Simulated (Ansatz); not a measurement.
A short molecular-dynamics run on `CS[SiH](Cl)Cl`.

```yaml
crystal:
  periodic: [false, false, false]
  atoms:
    - {symbol: C, position_ang: [-1.112098, 0.037907, 1.049268]}
    - {symbol: S, position_ang: [0.321690, 1.111880, 0.744887]}
    - {symbol: Si, position_ang: [1.166613, 0.139378, -0.912069]}
    - {symbol: Cl, position_ang: [1.679828, -1.795177, -0.477760]}
    - {symbol: Cl, position_ang: [-0.136476, 0.055039, -2.489822]}
    - {symbol: H, position_ang: [-1.781410, 0.036020, 0.190324]}
    - {symbol: H, position_ang: [-0.791430, -0.976031, 1.283572]}
    - {symbol: H, position_ang: [-1.630279, 0.459782, 1.909202]}
    - {symbol: H, position_ang: [2.372161, 0.884803, -1.314702]}
basis:
  gaussian: {orbitals: def2-SVP}
magnetization: {spin_polarized: true, initial_magnetization: 0}
hamiltonian: {xc: {name: r2SCAN}, dispersion: d3bj}
md: {timestep: 0.5 fs, n_steps: 30, ensemble: nvt_nose_hoover, temperature: 300, initial_velocities: maxwell_boltzmann, seed: 637}
```

```sh
$ ansatz run in.yaml --threads 2 --pin off --events-out ev --progress --plain --max-ram 32768MiB --backend cpu
```

| step | time (fs) | potential energy (eV) | kinetic (eV) | T (K) | conserved (eV) |
| --- | --- | --- | --- | --- | --- |
| 0 | 0.0 | -44846.0565 | 0.2714 | 300 | -44845.7850 |
| 1 | 0.5 | -44846.0580 | 0.2729 | 302 | -44845.7851 |
| 2 | 1.0 | -44846.0526 | 0.2676 | 296 | -44845.7851 |
| 3 | 1.5 | -44846.0410 | 0.2561 | 283 | -44845.7849 |
| 4 | 2.0 | -44846.0250 | 0.2402 | 265 | -44845.7848 |
| 5 | 2.5 | -44846.0073 | 0.2227 | 246 | -44845.7846 |
| 6 | 3.0 | -44845.9906 | 0.2061 | 228 | -44845.7844 |
| 7 | 3.5 | -44845.9771 | 0.1927 | 213 | -44845.7844 |
| 8 | 4.0 | -44845.9678 | 0.1835 | 203 | -44845.7844 |
| 9 | 4.5 | -44845.9628 | 0.1784 | 197 | -44845.7845 |
| 10 | 5.0 | -44845.9608 | 0.1762 | 195 | -44845.7846 |
| 11 | 5.5 | -44845.9595 | 0.1748 | 193 | -44845.7848 |
| 12 | 6.0 | -44845.9566 | 0.1718 | 190 | -44845.7849 |
| 13 | 6.5 | -44845.9503 | 0.1655 | 183 | -44845.7849 |
| 14 | 7.0 | -44845.9398 | 0.1550 | 171 | -44845.7849 |
| 15 | 7.5 | -44845.9259 | 0.1413 | 156 | -44845.7847 |
| 16 | 8.0 | -44845.9107 | 0.1263 | 140 | -44845.7846 |
| 17 | 8.5 | -44845.8971 | 0.1129 | 125 | -44845.7844 |
| 18 | 9.0 | -44845.8874 | 0.1032 | 114 | -44845.7844 |
| 19 | 9.5 | -44845.8823 | 0.0981 | 108 | -44845.7844 |
| 20 | 10.0 | -44845.8812 | 0.0970 | 107 | -44845.7845 |
| 21 | 10.5 | -44845.8823 | 0.0980 | 108 | -44845.7847 |
| 22 | 11.0 | -44845.8833 | 0.0989 | 109 | -44845.7848 |
| 23 | 11.5 | -44845.8826 | 0.0982 | 109 | -44845.7848 |
| 24 | 12.0 | -44845.8796 | 0.0953 | 105 | -44845.7848 |
| 25 | 12.5 | -44845.8747 | 0.0905 | 100 | -44845.7847 |
| 26 | 13.0 | -44845.8694 | 0.0854 | 94 | -44845.7846 |
| 27 | 13.5 | -44845.8653 | 0.0815 | 90 | -44845.7845 |
| 28 | 14.0 | -44845.8641 | 0.0803 | 89 | -44845.7844 |
| 29 | 14.5 | -44845.8666 | 0.0828 | 92 | -44845.7844 |
| 30 | 15.0 | -44845.8729 | 0.0892 | 99 | -44845.7845 |

Velocities are drawn at the set temperature; a run this short doesn't reach equilibrium.

Frames (Å, forces in eV/Å):

```xyz
9
time=0.0 fs
C    -1.112    0.038    1.049    0.016    0.039    0.022
S     0.322    1.112    0.745    0.147    0.322    0.165
Si    1.167    0.139   -0.912    0.244    0.209   -0.028
Cl    1.680   -1.795   -0.478    0.087   -0.401    0.117
Cl   -0.136    0.055   -2.490   -0.296   -0.011   -0.307
H    -1.781    0.036    0.190   -0.220   -0.013   -0.275
H    -0.791   -0.976    1.284    0.093   -0.332    0.070
H    -1.630    0.460    1.909   -0.160    0.107    0.244
H     2.372    0.885   -1.315    0.090    0.080   -0.007
9
time=0.5 fs
C    -1.112    0.041    1.051   -0.017   -0.305    0.075
S     0.323    1.110    0.743    0.096    0.383    0.225
Si    1.165    0.140   -0.910    0.375    0.272   -0.125
Cl    1.679   -1.794   -0.479    0.100   -0.420    0.119
Cl   -0.136    0.054   -2.490   -0.284   -0.006   -0.303
H    -1.785    0.026    0.189   -0.129    0.031   -0.157
H    -0.787   -0.981    1.288   -0.015   -0.011    0.020
H    -1.632    0.464    1.914   -0.108    0.063    0.138
H     2.375    0.898   -1.303   -0.018   -0.007    0.009
9
time=1.0 fs
C    -1.112    0.044    1.052   -0.071   -0.624    0.120
S     0.324    1.108    0.742    0.045    0.442    0.286
Si    1.164    0.140   -0.908    0.502    0.334   -0.221
Cl    1.678   -1.793   -0.480    0.112   -0.439    0.121
Cl   -0.135    0.053   -2.490   -0.272    0.000   -0.298
H    -1.788    0.015    0.187   -0.027    0.076   -0.025
H    -0.782   -0.987    1.293   -0.118    0.290   -0.027
H    -1.634    0.468    1.918   -0.049    0.014    0.021
H     2.377    0.912   -1.292   -0.122   -0.093    0.023
9
time=1.5 fs
C    -1.113    0.047    1.053   -0.139   -0.901    0.155
S     0.325    1.106    0.740   -0.008    0.501    0.349
Si    1.163    0.141   -0.906    0.621    0.389   -0.313
Cl    1.678   -1.792   -0.481    0.125   -0.457    0.123
Cl   -0.134    0.052   -2.490   -0.259    0.005   -0.293
H    -1.792    0.005    0.185    0.077    0.124    0.109
H    -0.777   -0.991    1.298   -0.209    0.549   -0.066
H    -1.636    0.472    1.923    0.010   -0.036   -0.096
H     2.379    0.925   -1.281   -0.218   -0.175    0.033
9
time=2.0 fs
C    -1.113    0.050    1.055   -0.214   -1.126    0.181
S     0.326    1.104    0.738   -0.062    0.558    0.413
Si    1.162    0.142   -0.904    0.728    0.438   -0.402
Cl    1.677   -1.790   -0.482    0.138   -0.474    0.125
Cl   -0.133    0.051   -2.490   -0.246    0.011   -0.287
H    -1.796   -0.005    0.183    0.174    0.172    0.234
H    -0.773   -0.995    1.302   -0.282    0.752   -0.095
H    -1.638    0.476    1.928    0.066   -0.081   -0.206
H     2.380    0.938   -1.270   -0.301   -0.250    0.037
9
time=2.5 fs
C    -1.113    0.053    1.056   -0.287   -1.293    0.197
S     0.327    1.102    0.737   -0.116    0.614    0.479
Si    1.160    0.142   -0.901    0.820    0.476   -0.486
Cl    1.676   -1.789   -0.483    0.150   -0.490    0.126
Cl   -0.132    0.050   -2.491   -0.234    0.017   -0.281
H    -1.799   -0.014    0.182    0.258    0.220    0.340
H    -0.770   -0.996    1.307   -0.334    0.893   -0.112
H    -1.640    0.480    1.932    0.113   -0.119   -0.300
H     2.381    0.951   -1.258   -0.369   -0.317    0.036
9
time=3.0 fs
C    -1.114    0.055    1.058   -0.351   -1.400    0.204
S     0.328    1.100    0.735   -0.171    0.668    0.545
Si    1.159    0.143   -0.899    0.895    0.503   -0.564
Cl    1.675   -1.788   -0.484    0.161   -0.505    0.128
Cl   -0.131    0.049   -2.491   -0.221    0.023   -0.274
H    -1.801   -0.023    0.181    0.321    0.265    0.419
H    -0.768   -0.996    1.311   -0.364    0.966   -0.115
H    -1.642    0.483    1.935    0.149   -0.146   -0.373
H     2.381    0.962   -1.246   -0.421   -0.373    0.030
9
time=3.5 fs
C    -1.114    0.058    1.060   -0.399   -1.447    0.202
S     0.329    1.099    0.734   -0.226    0.720    0.611
Si    1.158    0.143   -0.897    0.951    0.518   -0.636
Cl    1.675   -1.787   -0.485    0.173   -0.520    0.129
Cl   -0.131    0.048   -2.491   -0.208    0.029   -0.267
H    -1.803   -0.031    0.182    0.361    0.307    0.467
H    -0.766   -0.993    1.315   -0.370    0.971   -0.104
H    -1.643    0.487    1.938    0.170   -0.160   -0.420
H     2.380    0.973   -1.235   -0.453   -0.418    0.018
9
time=4.0 fs
C    -1.114    0.059    1.061   -0.429   -1.432    0.190
S     0.330    1.097    0.732   -0.281    0.769    0.678
Si    1.157    0.144   -0.896    0.989    0.519   -0.702
Cl    1.674   -1.786   -0.486    0.184   -0.534    0.130
Cl   -0.130    0.047   -2.491   -0.195    0.035   -0.260
H    -1.804   -0.039    0.184    0.376    0.343    0.481
H    -0.765   -0.987    1.318   -0.353    0.909   -0.078
H    -1.644    0.489    1.939    0.176   -0.160   -0.440
H     2.378    0.983   -1.223   -0.467   -0.449    0.000
9
time=4.5 fs
C    -1.115    0.061    1.063   -0.440   -1.358    0.170
S     0.331    1.095    0.731   -0.336    0.816    0.744
Si    1.157    0.145   -0.894    1.007    0.507   -0.762
Cl    1.673   -1.785   -0.487    0.195   -0.547    0.131
Cl   -0.129    0.047   -2.492   -0.182    0.041   -0.253
H    -1.804   -0.046    0.187    0.364    0.372    0.460
H    -0.765   -0.980    1.322   -0.313    0.781   -0.038
H    -1.645    0.492    1.940    0.166   -0.145   -0.430
H     2.375    0.992   -1.211   -0.461   -0.467   -0.023
9
time=5.0 fs
C    -1.116    0.062    1.065   -0.429   -1.226    0.143
S     0.332    1.094    0.729   -0.391    0.861    0.811
Si    1.156    0.146   -0.892    1.006    0.481   -0.815
Cl    1.673   -1.784   -0.488    0.205   -0.560    0.132
Cl   -0.128    0.046   -2.492   -0.170    0.047   -0.245
H    -1.803   -0.051    0.191    0.325    0.393    0.403
H    -0.766   -0.971    1.325   -0.250    0.591    0.015
H    -1.645    0.494    1.939    0.139   -0.116   -0.393
H     2.370    0.999   -1.200   -0.436   -0.472   -0.051
9
time=5.5 fs
C    -1.116    0.063    1.066   -0.399   -1.041    0.109
S     0.333    1.092    0.728   -0.445    0.902    0.876
Si    1.155    0.147   -0.890    0.986    0.442   -0.863
Cl    1.672   -1.784   -0.489    0.215   -0.571    0.133
Cl   -0.128    0.045   -2.492   -0.158    0.053   -0.237
H    -1.801   -0.056    0.196    0.262    0.405    0.314
H    -0.768   -0.960    1.328   -0.168    0.347    0.081
H    -1.645    0.496    1.937    0.099   -0.074   -0.330
H     2.365    1.005   -1.188   -0.391   -0.462   -0.083
9
time=6.0 fs
C    -1.117    0.064    1.068   -0.350   -0.814    0.070
S     0.334    1.091    0.727   -0.500    0.940    0.941
Si    1.155    0.148   -0.888    0.947    0.388   -0.906
Cl    1.671   -1.783   -0.490    0.224   -0.581    0.134
Cl   -0.127    0.044   -2.493   -0.146    0.059   -0.230
H    -1.799   -0.060    0.201    0.178    0.407    0.197
H    -0.770   -0.948    1.332   -0.071    0.061    0.157
H    -1.644    0.498    1.935    0.046   -0.020   -0.245
H     2.358    1.011   -1.177   -0.329   -0.439   -0.118
9
time=6.5 fs
C    -1.118    0.065    1.070   -0.285   -0.561    0.032
S     0.335    1.089    0.726   -0.554    0.975    1.006
Si    1.154    0.149   -0.887    0.892    0.321   -0.943
Cl    1.671   -1.782   -0.491    0.233   -0.591    0.134
Cl   -0.126    0.043   -2.493   -0.134    0.065   -0.222
H    -1.796   -0.063    0.208    0.078    0.399    0.058
H    -0.772   -0.937    1.336    0.035   -0.247    0.237
H    -1.644    0.499    1.932   -0.015    0.041   -0.145
H     2.351    1.015   -1.166   -0.250   -0.402   -0.157
9
time=7.0 fs
C    -1.119    0.065    1.071   -0.204   -0.306   -0.002
S     0.335    1.088    0.725   -0.607    1.007    1.069
Si    1.154    0.150   -0.885    0.821    0.241   -0.976
Cl    1.670   -1.781   -0.492    0.242   -0.599    0.135
Cl   -0.126    0.042   -2.493   -0.123    0.071   -0.214
H    -1.793   -0.065    0.214   -0.031    0.383   -0.094
H    -0.774   -0.926    1.340    0.138   -0.551    0.316
H    -1.643    0.501    1.929   -0.080    0.107   -0.036
H     2.344    1.018   -1.155   -0.156   -0.353   -0.197
9
time=7.5 fs
C    -1.120    0.066    1.073   -0.110   -0.076   -0.025
S     0.336    1.087    0.724   -0.659    1.036    1.131
Si    1.153    0.151   -0.884    0.737    0.152   -1.006
Cl    1.670   -1.780   -0.493    0.250   -0.606    0.135
Cl   -0.125    0.041   -2.494   -0.112    0.077   -0.206
H    -1.790   -0.066    0.220   -0.140    0.358   -0.247
H    -0.775   -0.916    1.345    0.228   -0.819    0.384
H    -1.643    0.503    1.925   -0.144    0.172    0.072
H     2.335    1.021   -1.145   -0.051   -0.294   -0.239
9
time=8.0 fs
C    -1.121    0.066    1.075   -0.007    0.097   -0.032
S     0.337    1.086    0.723   -0.709    1.063    1.192
Si    1.153    0.152   -0.883    0.643    0.054   -1.032
Cl    1.669   -1.780   -0.494    0.258   -0.611    0.136
Cl   -0.124    0.040   -2.494   -0.101    0.083   -0.199
H    -1.788   -0.067    0.226   -0.239    0.328   -0.388
H    -0.776   -0.908    1.351    0.292   -1.019    0.433
H    -1.643    0.505    1.922   -0.200    0.231    0.171
H     2.327    1.023   -1.136    0.064   -0.226   -0.281
9
time=8.5 fs
C    -1.122    0.067    1.077    0.101    0.191   -0.017
S     0.338    1.084    0.722   -0.757    1.087    1.250
Si    1.153    0.153   -0.881    0.544   -0.050   -1.056
Cl    1.668   -1.779   -0.495    0.265   -0.616    0.136
Cl   -0.124    0.039   -2.495   -0.092    0.089   -0.191
H    -1.786   -0.066    0.230   -0.319    0.295   -0.503
H    -0.777   -0.903    1.359    0.319   -1.122    0.452
H    -1.644    0.508    1.919   -0.244    0.279    0.250
H     2.319    1.024   -1.127    0.182   -0.153   -0.321
9
time=9.0 fs
C    -1.123    0.067    1.079    0.204    0.194    0.020
S     0.338    1.083    0.721   -0.801    1.109    1.307
Si    1.153    0.154   -0.880    0.445   -0.154   -1.079
Cl    1.668   -1.779   -0.496    0.272   -0.620    0.137
Cl   -0.123    0.038   -2.495   -0.082    0.096   -0.184
H    -1.785   -0.065    0.234   -0.369    0.260   -0.580
H    -0.776   -0.900    1.367    0.304   -1.117    0.438
H    -1.645    0.512    1.917   -0.271    0.311    0.302
H     2.311    1.025   -1.118    0.300   -0.078   -0.359
9
time=9.5 fs
C    -1.124    0.068    1.080    0.292    0.109    0.076
S     0.339    1.083    0.721   -0.842    1.128    1.360
Si    1.153    0.155   -0.879    0.351   -0.255   -1.102
Cl    1.667   -1.778   -0.497    0.278   -0.622    0.138
Cl   -0.122    0.037   -2.495   -0.074    0.102   -0.177
H    -1.784   -0.063    0.236   -0.385    0.225   -0.611
H    -0.775   -0.900    1.376    0.246   -1.004    0.388
H    -1.646    0.516    1.916   -0.276    0.323    0.321
H     2.304    1.025   -1.111    0.410   -0.006   -0.394
9
time=10.0 fs
C    -1.125    0.068    1.082    0.354   -0.045    0.145
S     0.339    1.082    0.720   -0.879    1.145    1.410
Si    1.152    0.155   -0.878    0.268   -0.347   -1.124
Cl    1.667   -1.777   -0.497    0.283   -0.624    0.139
Cl   -0.122    0.036   -2.496   -0.066    0.108   -0.170
H    -1.785   -0.060    0.236   -0.362    0.194   -0.590
H    -0.773   -0.902    1.386    0.153   -0.803    0.306
H    -1.649    0.521    1.915   -0.259    0.314    0.306
H     2.298    1.026   -1.105    0.507    0.058   -0.424
9
time=10.5 fs
C    -1.126    0.069    1.084    0.382   -0.240    0.220
S     0.340    1.081    0.720   -0.912    1.159    1.457
Si    1.152    0.156   -0.877    0.202   -0.427   -1.148
Cl    1.666   -1.777   -0.498    0.288   -0.624    0.141
Cl   -0.121    0.036   -2.496   -0.059    0.114   -0.163
H    -1.786   -0.057    0.235   -0.303    0.165   -0.520
H    -0.771   -0.907    1.397    0.037   -0.541    0.202
H    -1.652    0.527    1.915   -0.220    0.283    0.258
H     2.294    1.027   -1.099    0.586    0.110   -0.447
9
time=11.0 fs
C    -1.127    0.069    1.086    0.371   -0.445    0.292
S     0.340    1.080    0.719   -0.940    1.170    1.500
Si    1.152    0.157   -0.877    0.157   -0.489   -1.173
Cl    1.666   -1.777   -0.499    0.293   -0.624    0.142
Cl   -0.120    0.035   -2.497   -0.053    0.120   -0.157
H    -1.789   -0.054    0.233   -0.214    0.138   -0.408
H    -0.769   -0.912    1.409   -0.090   -0.251    0.084
H    -1.655    0.534    1.916   -0.163    0.234    0.183
H     2.290    1.028   -1.095    0.640    0.147   -0.463
9
time=11.5 fs
C    -1.127    0.070    1.088    0.323   -0.634    0.355
S     0.340    1.080    0.719   -0.963    1.178    1.538
Si    1.152    0.158   -0.876    0.137   -0.532   -1.200
Cl    1.666   -1.776   -0.500    0.297   -0.623    0.144
Cl   -0.120    0.034   -2.497   -0.048    0.126   -0.151
H    -1.791   -0.051    0.230   -0.104    0.114   -0.266
H    -0.767   -0.918    1.420   -0.215    0.036   -0.036
H    -1.659    0.541    1.917   -0.094    0.170    0.088
H     2.288    1.029   -1.092    0.667    0.165   -0.472
9
time=12.0 fs
C    -1.128    0.070    1.090    0.246   -0.788    0.404
S     0.340    1.079    0.719   -0.982    1.182    1.572
Si    1.152    0.159   -0.875    0.144   -0.552   -1.228
Cl    1.665   -1.776   -0.501    0.300   -0.622    0.146
Cl   -0.119    0.033   -2.498   -0.045    0.132   -0.145
H    -1.794   -0.047    0.226    0.016    0.091   -0.107
H    -0.766   -0.924    1.432   -0.328    0.296   -0.150
H    -1.663    0.548    1.918   -0.017    0.098   -0.017
H     2.288    1.031   -1.090    0.664    0.162   -0.474
9
time=12.5 fs
C    -1.128    0.070    1.092    0.147   -0.893    0.436
S     0.341    1.079    0.719   -0.994    1.183    1.600
Si    1.152    0.160   -0.875    0.178   -0.550   -1.257
Cl    1.665   -1.776   -0.502    0.303   -0.620    0.148
Cl   -0.118    0.032   -2.498   -0.042    0.137   -0.140
H    -1.797   -0.043    0.222    0.136    0.067    0.054
H    -0.765   -0.930    1.443   -0.421    0.513   -0.251
H    -1.668    0.556    1.919    0.061    0.022   -0.122
H     2.290    1.033   -1.089    0.632    0.140   -0.467
9
time=13.0 fs
C    -1.129    0.070    1.094    0.040   -0.944    0.450
S     0.341    1.079    0.719   -1.002    1.179    1.623
Si    1.152    0.161   -0.875    0.235   -0.527   -1.287
Cl    1.664   -1.775   -0.503    0.305   -0.617    0.150
Cl   -0.118    0.031   -2.499   -0.040    0.143   -0.136
H    -1.800   -0.038    0.218    0.246    0.042    0.205
H    -0.765   -0.934    1.454   -0.491    0.676   -0.334
H    -1.672    0.564    1.920    0.134   -0.051   -0.218
H     2.292    1.036   -1.089    0.573    0.099   -0.454
9
time=13.5 fs
C    -1.130    0.070    1.096   -0.067   -0.940    0.446
S     0.341    1.078    0.719   -1.004    1.172    1.640
Si    1.152    0.161   -0.874    0.312   -0.486   -1.315
Cl    1.664   -1.775   -0.503    0.306   -0.614    0.152
Cl   -0.117    0.031   -2.499   -0.039    0.148   -0.132
H    -1.802   -0.034    0.215    0.338    0.015    0.335
H    -0.767   -0.937    1.464   -0.534    0.779   -0.395
H    -1.675    0.571    1.921    0.197   -0.116   -0.298
H     2.297    1.038   -1.091    0.491    0.043   -0.434
9
time=14.0 fs
C    -1.130    0.070    1.098   -0.166   -0.883    0.425
S     0.341    1.078    0.720   -1.001    1.161    1.652
Si    1.152    0.162   -0.874    0.404   -0.431   -1.342
Cl    1.664   -1.775   -0.504    0.307   -0.611    0.155
Cl   -0.117    0.030   -2.500   -0.039    0.152   -0.129
H    -1.803   -0.030    0.212    0.407   -0.013    0.437
H    -0.770   -0.937    1.472   -0.550    0.821   -0.433
H    -1.679    0.579    1.921    0.246   -0.170   -0.356
H     2.302    1.041   -1.093    0.392   -0.025   -0.409
9
time=14.5 fs
C    -1.131    0.069    1.101   -0.248   -0.774    0.387
S     0.340    1.078    0.720   -0.992    1.146    1.657
Si    1.152    0.162   -0.874    0.504   -0.367   -1.365
Cl    1.663   -1.775   -0.505    0.307   -0.608    0.157
Cl   -0.116    0.029   -2.500   -0.041    0.157   -0.127
H    -1.803   -0.025    0.211    0.449   -0.044    0.504
H    -0.774   -0.936    1.480   -0.539    0.799   -0.445
H    -1.681    0.586    1.919    0.278   -0.210   -0.389
H     2.308    1.044   -1.096    0.281   -0.099   -0.380
9
time=15.0 fs
C    -1.131    0.068    1.103   -0.310   -0.618    0.331
S     0.340    1.078    0.721   -0.978    1.127    1.656
Si    1.152    0.163   -0.874    0.607   -0.298   -1.385
Cl    1.663   -1.775   -0.506    0.307   -0.604    0.159
Cl   -0.115    0.028   -2.501   -0.043    0.161   -0.125
H    -1.802   -0.021    0.211    0.463   -0.076    0.534
H    -0.779   -0.933    1.487   -0.502    0.714   -0.430
H    -1.683    0.592    1.917    0.292   -0.232   -0.394
H     2.316    1.047   -1.100    0.165   -0.175   -0.347
```

It took 4.7 min on 2 threads of a server CPU on a shared host, with 0.37 GiB of host memory at the peak.
